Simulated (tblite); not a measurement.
Species: C3H15BN2Si3.
Bonds: C1–C2 (double), C2–N3, N3–Si4, N3–B5, B5–C6, B5–N7, N7–Si8, N7–Si9. Hydrogens: H10, H11 on C1; H12 on C2; H13, H14, H15 on Si4; H16, H17, H18 on C6; H19, H20, H21 on Si8; H22, H23, H24 on Si9.

Computed with GFN2-xTB (tblite), gas phase: L-BFGS steps from a force-field or distance-geometry start until the largest atomic force falls under 0.01 eV/Å.

Step 40: E = -719.4082 eV
```
atom  x, y, z in Å  |  force x, y, z in eV/Å
C1     -2.2910    1.6190   -0.7097   -0.039  -0.007   0.010
C2     -1.6804    0.9440    0.2510    0.060   0.008  -0.019
N3     -1.1541   -0.3526    0.1458   -0.005   0.015  -0.069
Si4    -2.2500   -1.5152   -0.5552    0.015  -0.038   0.015
B5      0.2610   -0.5869    0.2484   -0.025   0.048   0.062
C6      0.7837   -2.0238    0.6857   -0.018  -0.001  -0.019
N7      1.2502    0.4086   -0.0892   -0.038   0.013   0.006
Si8     2.6431   -0.1365   -0.9985   -0.048   0.040  -0.007
Si9     1.2125    2.1153    0.2730   -0.012  -0.018  -0.022
H10    -2.4071    1.2171   -1.7022    0.038   0.014   0.015
H11    -2.6977    2.5976   -0.5254   -0.013  -0.012  -0.007
H12    -1.5895    1.3651    1.2456   -0.006   0.035  -0.023
H13    -2.0672   -1.6403   -2.0125   -0.013   0.005   0.056
H14    -3.5948   -1.0196   -0.2444    0.059  -0.020  -0.025
H15    -2.0433   -2.8212    0.0685    0.006   0.000  -0.014
H16     1.2224   -2.5618   -0.1511   -0.006  -0.045  -0.034
H17     0.0150   -2.6572    1.1170   -0.042  -0.004   0.006
H18     1.5704   -1.9190    1.4303    0.043   0.012  -0.001
H19     3.1593    1.0320   -1.7111    0.026  -0.006  -0.013
H20     3.6756   -0.6767   -0.1097   -0.005  -0.019   0.016
H21     2.2139   -1.1386   -1.9794    0.007  -0.005   0.022
H22     0.3425    2.4022    1.4088    0.035   0.001   0.016
H23     0.8454    2.8720   -0.9274   -0.060   0.001   0.026
H24     2.5685    2.4962    0.6829    0.041  -0.016   0.003
```

Step 41: E = -719.4098 eV
```
atom  x, y, z in Å  |  force x, y, z in eV/Å
C1     -2.2889    1.6167   -0.7118   -0.039  -0.008  -0.005
C2     -1.6777    0.9470    0.2516    0.058  -0.015  -0.011
N3     -1.1545   -0.3509    0.1497    0.018   0.002  -0.038
Si4    -2.2477   -1.5133   -0.5549    0.009  -0.035   0.008
B5      0.2602   -0.5874    0.2542    0.004   0.048   0.034
C6      0.7860   -2.0266    0.6836   -0.053   0.008  -0.019
N7      1.2479    0.4090   -0.0842   -0.019   0.023   0.006
Si8     2.6393   -0.1349   -0.9975   -0.061   0.031   0.004
Si9     1.2114    2.1168    0.2756   -0.035  -0.029  -0.037
H10    -2.4045    1.2068   -1.7006    0.027   0.026  -0.003
H11    -2.6932    2.5964   -0.5322   -0.026   0.007  -0.015
H12    -1.5870    1.3748    1.2428    0.006   0.022  -0.007
H13    -2.0616   -1.6356   -2.0115   -0.012   0.003   0.046
H14    -3.5924   -1.0189   -0.2465    0.045  -0.014  -0.022
H15    -2.0444   -2.8208    0.0648    0.014  -0.010  -0.005
H16     1.2188   -2.5671   -0.1546   -0.005  -0.024  -0.039
H17     0.0171   -2.6574    1.1163   -0.071  -0.030   0.020
H18     1.5737   -1.9277    1.4270    0.065   0.027   0.002
H19     3.1536    1.0339   -1.7105    0.027  -0.004  -0.017
H20     3.6725   -0.6748   -0.1095   -0.001  -0.019   0.015
H21     2.2083   -1.1380   -1.9770    0.010   0.001   0.023
H22     0.3464    2.4083    1.4147    0.040  -0.003   0.011
H23     0.8357    2.8678   -0.9269   -0.050  -0.001   0.043
H24     2.5694    2.4957    0.6783    0.047  -0.008   0.004
```

Step 42: E = -719.4113 eV
```
atom  x, y, z in Å  |  force x, y, z in eV/Å
C1     -2.2888    1.6155   -0.7128   -0.029  -0.001  -0.015
C2     -1.6761    0.9498    0.2515    0.040  -0.028  -0.001
N3     -1.1559   -0.3487    0.1507    0.048  -0.012   0.004
Si4    -2.2452   -1.5133   -0.5538    0.003  -0.024  -0.001
B5      0.2581   -0.5864    0.2577    0.030   0.029  -0.004
C6      0.7871   -2.0272    0.6802   -0.079   0.008  -0.005
N7      1.2442    0.4101   -0.0831   -0.011   0.018   0.010
Si8     2.6349   -0.1334   -0.9968   -0.046   0.012   0.012
Si9     1.2106    2.1172    0.2766   -0.035  -0.018  -0.025
H10    -2.4022    1.2000   -1.6986    0.012   0.029  -0.036
H11    -2.6901    2.5963   -0.5368   -0.042   0.026  -0.020
H12    -1.5866    1.3819    1.2404    0.022   0.014   0.015
H13    -2.0566   -1.6328   -2.0088   -0.009  -0.002   0.018
H14    -3.5897   -1.0213   -0.2478    0.016  -0.003  -0.014
H15    -2.0429   -2.8207    0.0628    0.021  -0.031   0.011
H16     1.2157   -2.5715   -0.1583   -0.012   0.004  -0.034
H17     0.0187   -2.6560    1.1166   -0.074  -0.040   0.025
H18     1.5767   -1.9291    1.4215    0.073   0.028   0.001
H19     3.1522    1.0343   -1.7083    0.026   0.003  -0.024
H20     3.6657   -0.6731   -0.1058    0.003  -0.019   0.012
H21     2.2067   -1.1386   -1.9750    0.006   0.004   0.019
H22     0.3525    2.4111    1.4206    0.041  -0.005   0.008
H23     0.8270    2.8658   -0.9246   -0.044   0.007   0.043
H24     2.5725    2.4899    0.6731    0.039   0.003   0.000
```

Problem. Estimate the geometry and energy of step 43. (The exact step hangs on the optimiser's Hessian estimate; all steps are aligned on step 42, rigid shifts and turns removed.)

Solution. E = -719.4125 eV, largest force 0.064 eV/Å
```
atom  x, y, z in Å  |  force x, y, z in eV/Å
C1     -2.2887    1.6136   -0.7146   -0.007  -0.004  -0.011
C2     -1.6734    0.9519    0.2511    0.012  -0.016  -0.001
N3     -1.1552   -0.3472    0.1524    0.037  -0.017   0.028
Si4    -2.2425   -1.5130   -0.5529    0.004  -0.012   0.004
B5      0.2575   -0.5856    0.2627    0.041  -0.012  -0.032
C6      0.7864   -2.0297    0.6779   -0.051   0.005   0.014
N7      1.2416    0.4113   -0.0783    0.018   0.018  -0.002
Si8     2.6300   -0.1315   -0.9960   -0.012  -0.002   0.027
Si9     1.2089    2.1186    0.2778   -0.012  -0.006  -0.012
H10    -2.3997    1.1931   -1.6986    0.000   0.040  -0.036
H11    -2.6876    2.5961   -0.5423   -0.046   0.019  -0.025
H12    -1.5839    1.3881    1.2384    0.028   0.002   0.008
H13    -2.0519   -1.6287   -2.0064   -0.004  -0.009  -0.009
H14    -3.5864   -1.0210   -0.2497   -0.006   0.003  -0.007
H15    -2.0416   -2.8211    0.0609    0.025  -0.040   0.019
H16     1.2117   -2.5764   -0.1625   -0.034   0.040   0.000
H17     0.0178   -2.6576    1.1172   -0.050  -0.025   0.019
H18     1.5801   -1.9316    1.4172    0.037   0.010  -0.030
H19     3.1498    1.0354   -1.7082    0.015  -0.006  -0.018
H20     3.6621   -0.6718   -0.1043   -0.012  -0.010  -0.004
H21     2.2033   -1.1387   -1.9730    0.003   0.012   0.021
H22     0.3575    2.4148    1.4265    0.041  -0.004   0.006
H23     0.8172    2.8637   -0.9234   -0.035   0.008   0.053
H24     2.5752    2.4870    0.6692    0.008   0.007  -0.012
```

The energy changes by -0.0012 eV. The first-order estimate −F·Δx gives -0.0018 eV and the mean of the old and new forces, exact on a quadratic surface, -0.0012 eV. The step makes an angle of 73° with the force vector and moves no atom by more than 0.010 Å.

What follows is the cost of the whole relaxation. The run took 6.5 s on an Arm Neoverse N1 with one thread, on a shared host.
